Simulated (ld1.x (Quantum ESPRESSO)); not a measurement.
## scandium: ultrasoft pseudisation with PW91, fully relativistic reference atom.

Input for ld1.x (Quantum ESPRESSO) 7.5:

```
&input
   title='Sc', zed=21., rel=2, dft='PW91', iswitch=3,
   config='[Ar] 3d1 4s2 4p0', rel_dist='average',
   nld=5, rlderiv=3.15, eminld=-2.0, emaxld=5.0, deld=0.02
 /
 &inputp
   pseudotype=3, tm=.true., lloc=-1, rcloc=2.75,
   nlcc=.true., new_core_ps=.true.,
   which_augfun='PSQ', rmatch_augfun=2.55,
   file_pseudopw='Sc.UPF', file_wfcaegen='ae.wfc', file_wfcncgen='nc.wfc', file_beta='beta', file_chi='chi', file_wfcusgen='us.wfc'
 /
6
4S  1  0   2.00   0.00  2.55  2.75  0.0
4S  1  0   0.00   0.70  2.55  2.75  0.0
4P  2  1   0.00   0.00  2.55  2.90  0.0
4P  2  1   0.00   0.25  2.55  2.90  0.0
3D  3  2   1.00   0.00  2.25  2.75  0.0
3D  3  2   0.00   3.15  2.25  2.75  0.0
 &test
   configts(1)='3d1 4s2 4p0'
 /
```

Command:

```bash
ld1.x < Sc.in > Sc.out
```

Output (shortened: banner, matrices, multipoles, cross overlaps and the repeated all-electron block are left out):

```
[... start of the log left out ...]
      Wfc-us  4S rcutus= 2.733  Estimated cut-off energy=     7.23 Ry
      Wfc-us  4P rcutus= 2.873  Estimated cut-off energy=     8.48 Ry
      Wfc-us  4P rcutus= 2.873  Estimated cut-off energy=     8.47 Ry
      Wfc-us  4P rcutus= 2.873  Estimated cut-off energy=     8.90 Ry
      Wfc-us  4P rcutus= 2.873  Estimated cut-off energy=     8.88 Ry
      Wfc-us  3D rcutus= 2.733  Estimated cut-off energy=    15.52 Ry
      Wfc-us  3D rcutus= 2.733  Estimated cut-off energy=    15.52 Ry
      Wfc-us  3D rcutus= 2.733  Estimated cut-off energy=    17.76 Ry
      Wfc-us  3D rcutus= 2.733  Estimated cut-off energy=    17.75 Ry

     Q pseudized with Bessel functions
     Expected ecutrho=      70.3762 due to l1=  2   l2=  2

       Warning: n=1, l=0 expected 0 nodes, found 1
       Setting wfc to zero for this iteration
       (This warning will only be printed once per wavefunction)

       Zero norm: self consistency problem; state:  3 (l=  0, j=0.5)

     ------------------- End of pseudopotential generation -------------------

     Computing logarithmic derivative in   3.15582

       Warning: n=3, l=2 expected 0 nodes, found 1
       Setting wfc to zero for this iteration
       (This warning will only be printed once per wavefunction)

       Zero norm: self consistency problem; state:  1 (l=  2, j=1.5)
       Zero norm: self consistency problem; state:  2 (l=  2, j=2.5)

 %%%%%%%%%%%%%%%%%%%%%%%%%%%%%%%%%%%%%%%%%%%%%%%%%%%%%%%%%%%%%%%%%%%%%%%%%%%%%%
     Error in routine chargeps (1):
     negative rho
 %%%%%%%%%%%%%%%%%%%%%%%%%%%%%%%%%%%%%%%%%%%%%%%%%%%%%%%%%%%%%%%%%%%%%%%%%%%%%%

     stopping ...
```

The run stopped because the pseudo-density turned negative during the self-consistent test, most likely because a state had been found with a wrong node count and its wave set to zero before.

The run took about 1.3 s on one core of a shared server CPU.
